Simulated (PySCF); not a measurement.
B(H)(NHMe)2 (C₂H₉BN₂), SMILES N(BNC)C.

Geometry optimised at PBE0-D3(BJ)/def2-SVP. The structure was generated by enumeration, and PubChem lists no compound with its InChIKey, so it may never have been made. The values are those of a single conformer.

Method: PBE0-D3(BJ)/def2-SVP in PySCF.

No scaling factor is applied to the harmonic values.

Computed normal modes with their intensities:
```csv
mode,ν (cm⁻¹),IR (km/mol),Raman (Å⁴/amu),depolarisation,moving atoms (share of kinetic energy)
1,83,0.3,0.8,0.58,"H 86 %, C 9 %"
2,134,2.6,0.2,0.75,"N 46 %, H 31 %, C 22 %"
3,146,0.0,0.2,0.75,H 88 %
4,193,0.4,0.2,0.68,"H 42 %, C 35 %, N 14 %, B 9 %"
5,295,0.2,2.7,0.74,"H 42 %, N 32 %, B 22 %"
6,342,2.0,1.1,0.14,"N 36 %, H 30 %, C 29 %"
7,482,114.5,1.3,0.45,H 90 %
8,589,3.4,1.4,0.36,"N 46 %, H 25 %, C 15 %, B 14 %"
9,600,66.8,0.4,0.75,"H 71 %, N 17 %, B 12 %"
10,894,18.8,1.0,0.72,"H 70 %, B 27 %"
11,934,1.4,11.1,0.21,"H 37 %, B 29 %, C 22 %, N 12 %"
12,1002,12.3,2.9,0.33,"H 71 %, C 14 %"
13,1085,4.6,0.6,0.65,"H 75 %, C 16 %"
14,1137,6.8,2.3,0.56,"H 75 %, C 20 %"
15,1148,0.6,1.9,0.72,"H 75 %, C 19 %"
16,1165,16.4,3.3,0.61,"H 58 %, N 22 %, C 14 %"
17,1196,22.6,4.4,0.61,"H 39 %, N 35 %, C 24 %"
18,1249,13.1,6.7,0.38,"H 44 %, N 27 %, C 19 %, B 9 %"
19,1334,78.8,1.7,0.75,"H 65 %, B 24 %, C 8 %"
20,1444,4.4,10.7,0.57,"H 85 %, C 15 %"
21,1452,30.7,11.5,0.74,"H 81 %, C 15 %"
22,1460,23.2,11.9,0.27,"H 66 %, N 19 %, C 11 %"
23,1465,4.4,22.1,0.75,H 97 %
24,1469,22.9,19.3,0.74,H 95 %
25,1484,23.5,22.5,0.64,H 91 %
26,1506,35.5,14.8,0.73,"H 79 %, N 18 %"
27,1598,411.5,5.9,0.75,"N 37 %, B 35 %, H 27 %"
28,2585,155.1,78.2,0.23,"H 91 %, B 9 %"
29,3005,89.6,132.4,0.11,H 96 %
30,3014,89.4,260.1,0.04,H 97 %
31,3074,42.5,134.6,0.75,"H 90 %, C 10 %"
32,3087,36.2,98.2,0.54,"H 91 %, C 9 %"
33,3128,24.6,80.4,0.68,"H 91 %, C 9 %"
34,3157,12.6,57.8,0.69,"H 91 %, C 9 %"
35,3643,9.6,67.2,0.19,H 93 %
36,3689,34.4,90.1,0.22,H 93 %
```
